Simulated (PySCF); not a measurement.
AlCl2, SMILES [Cl][Al][Cl], multiplicity 2.

Geometry optimised at B3LYP-D3(BJ)/def2-TZVP. The multiplicity is an assumed one; other spin states were not compared. The isomer is the one that the SMILES or the coordinates give; other isomers of the formula were not compared.

The numbers are results of B3LYP-D3(BJ)/def2-TZVP in PySCF, not measurements.

Frequencies are harmonic and unscaled.

Computed harmonic wavenumbers and intensities:
```tsv
mode	ν (cm⁻¹)	IR (km/mol)	moving atoms (share of kinetic energy)
1	143	7.0	Cl 72 %, Al 28 %
2	444	45.3	Cl 55 %, Al 45 %
3	557	164.1	Al 66 %, Cl 34 %
```
